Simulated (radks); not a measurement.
Q: Pd, configuration [Kr] 4d9.25 5s0.75 (fractional occupations, a model configuration). Method: scalar-relativistic Kohn-Sham, BLYP, spin-unpolarised, spherical densities, point nucleus; computed with a radial shooting solver on a logarithmic mesh with Libxc functionals. Some entries of the table are withheld. Estimate them.

| orbital | occ. | eigenvalue (eV) | r(max) (bohr) | <r> (bohr) |
|---|---|---|---|---|
| 1s | 2 | (1) | 0.02065 | 0.03185 |
| 2s | 2 | -3531.497 | 0.1168 | 0.1383 |
| 2p | 6 | -3166.735 | 0.09338 | 0.1206 |
| 3s | 2 | (2) | 0.3418 | 0.3794 |
| 3p | 6 | -518.6012 | 0.3350 | 0.3788 |
| 3d | 10 | (3) | 0.2822 | 0.3577 |
| 4s | 2 | -87.7487 | 0.8504 | 0.9445 |
| 4p | 6 | -53.5062 | 0.9086 | 1.040 |
| 4d | 9.25 | -5.8974 | 1.090 | 1.525 |
| 5s | 0.75 | (4) | 2.601 | 3.283 |

A: 
(1) 1s eigenvalue (eV): -24173.05
(2) 3s eigenvalue (eV): -638.4621
(3) 3d eigenvalue (eV): -328.1340
(4) 5s eigenvalue (eV): -4.1421
